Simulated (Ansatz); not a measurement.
`[CH3][Ge]([SiH3])([Cl])[Cl]` + HCl → `[SiH3][Ge]([Cl])([Cl])[Cl]` + CH₄ at 400 K and 1 bar (ligand exchange at a Ge–C bond).

Isolated molecules relaxed with PBE0-D4/def2-TZVP in Ansatz; ΔE leaves out vibrations. CCSD(T)/CBS adds triple-zeta CCSD(T) − MP2 to the extrapolated MP2 energy (def2 sets, frozen cores). This one scheme is used for every species. For Ge outer-core shells are correlated without core-valence functions, which leaves a few kJ/mol of doubt a bond. Scalar relativity is left out up to krypton.

| species | CCSD(T)/CBS energy (Eh) | H − E (kJ/mol) | S (J/(mol·K)) |
| --- | --- | --- | --- |
| `[CH3][Ge]([SiH3])([Cl])[Cl]` | -3326.51325 | 211.7 | 452.2 |
| HCl | -460.38127 | 29.6 | 195.4 |
| `[SiH3][Ge]([Cl])([Cl])[Cl]` | -3746.46107 | 115.7 | 432.0 |
| CH₄ | -40.46206 | 131.3 | 197.2 |

H − E and S are ideal-gas, rigid-rotor, harmonic terms from PBE0-D4/def2-TZVP. 1 Eh = 2625.50 kJ/mol, R = 8.31446 J/(mol·K).

Question: By hand: ΔE, ΔH, ΔS and ΔG.

Answer: ΔE = (-3746.46107) + (-40.46206) − (-3326.51325) − (-460.38127) = -0.02861 Eh = -75.1 kJ/mol. Δ(H − E) = 115.7 + 131.3 − 211.7 − 29.6 = 5.7, so ΔH = -69.4 kJ/mol. ΔS = 432.0 + 197.2 − 452.2 − 195.4 = -18.4 J/(mol·K). ΔG = -69.4 − 400 × (-18.4)/1000 = -62.0 kJ/mol.

Question: By hand: the equilibrium constant, and the temperature at which ΔG would vanish if ΔH and ΔS stayed fixed.

Answer: log₁₀ K = −ΔG/(RT ln 10) = 8.1. ΔG = 0 at ΔH/ΔS = 3772 K, far beyond where these terms or the molecules hold.

ΔH outweighs TΔS. A doubt of 5 kJ/mol in ΔE shifts log₁₀ K by 0.7 here. These are equilibria of isolated gas molecules and say nothing of rates. Largest T1 diagnostic: 0.010 (customary marks: 0.02 for closed shells, 0.045 for open ones).
